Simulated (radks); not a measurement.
The numbers below are computed, except where a source is named.
Initial-state core-level shifts of neutral rubidium when its valence configuration changes from [Kr] 5s1. Code: a radial shooting solver on a logarithmic mesh with Libxc functionals. Model: Dirac Kohn-Sham, PBEsol, spin-unpolarised, spherical densities, point nucleus; open shells fill j = l - 1/2 first. Shifts are changes of the shell-averaged eigenvalues in eV (positive: less bound).

valence          2s      3p      3d      4p
4d1          -1.337  -1.332  -1.328  -1.280
5p1          -1.435  -1.436  -1.436  -1.397
4d0.5 5s0.5  -0.792  -0.790  -0.788  -0.763
4d0.5 5p0.5  -1.320  -1.318  -1.316  -1.273
